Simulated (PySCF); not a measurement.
## TDDFT excited states: SeCl2

SeCl₂.
SMILES: `Cl[Se]Cl`

Theory: PySCF 2.14.0, density-fitted response routines, TDDFT B3LYP/def2-SVPD, vertical, gas phase, core orbitals frozen in the response. Geometry: PBE0-D3(BJ)/def2-SVP; no solvent, vibrations or thermal averaging. The B3LYP/def2-SVPD calculation is non-relativistic and has no spin–orbit coupling, an omission that weighs most on selenium.

```
state  E (eV)  E (hartree)       f  |μ| (D)  symmetry  main configurations (H = HOMO, L = LUMO)
   S1    2.55       0.0936  0.0009     0.31         –                                H→L (100%)
   S2    2.76       0.1013  0.0000     0.00         –                              H→L+1 (100%)
   S3    5.07       0.1862  0.0096     0.71  B1 or B2                H-1→L (82%), H-3→L+1 (18%)
   S4    5.14       0.1888  0.0000     0.00         –                               H-2→L (99%)
   S5    5.25       0.1928  0.0097     0.70        A1                H-1→L+1 (67%), H-3→L (31%)
   S6    5.40       0.1985  0.0030     0.38        A1                H-3→L (67%), H-1→L+1 (32%)
   S7    5.50       0.2022  0.0022     0.33  B1 or B2                             H-2→L+1 (98%)
   S8    6.21       0.2283   0.118     2.24  B1 or B2                H-3→L+1 (74%), H-1→L (15%)
   S9    6.24       0.2293  0.0075     0.56  B1 or B2                  H→L+2 (51%), H-4→L (48%)
  S10    6.28       0.2306  0.0068     0.54  B1 or B2                  H-4→L (51%), H→L+2 (48%)
```

Triplets (Tamm–Dancoff): T1 1.85 eV, H→L (99%); T2 2.13 eV, H→L+1 (99%); T3 4.38 eV, H-1→L (90%), H-3→L+1 (9%); T4 4.62 eV, H-3→L (71%), H-1→L+1 (27%).

The lowest singlet comes at 487 nm (246 kJ/mol) in the visible; it is very weak; its leading configuration is HOMO→LUMO (100%). The most intense listed level is S8 at 6.21 eV (200 nm, f = 0.118), 3.66 eV above S1. Löwdin shares by element: HOMO selenium 62%, chlorine 38%; LUMO chlorine 51%, selenium 49%. Of the 10 states listed, 1 reaches f = 0.01 and 2 stay under 0.0005. Weighted by f, the mean energy of these states is 6.04 eV. The oscillator strengths of these states sum to 0.158; summed over the whole spectrum of an exact calculation they would give the number of electrons, 68 (Thomas–Reiche–Kuhn). 2 computed singlets (S1 to S2) lie in the visible range (380 to 750 nm), the largest f among them at 487 nm, f = 0.0009; light of that wavelength is green-blue, and its complementary colour is orange; a Tamm–Dancoff triplet lies at 668 nm, without intensity as long as spin–orbit coupling is left out. Symmetry labels in C2v follow from the direction of the transition dipole and are given only for states with f of 0.002 or more; B1 and B2 swap with the choice of axes. The window holds the lowest 10 singlets.

The run took 4.4 s of wall time on an x86-64 server with one thread, no GPU (shared host).
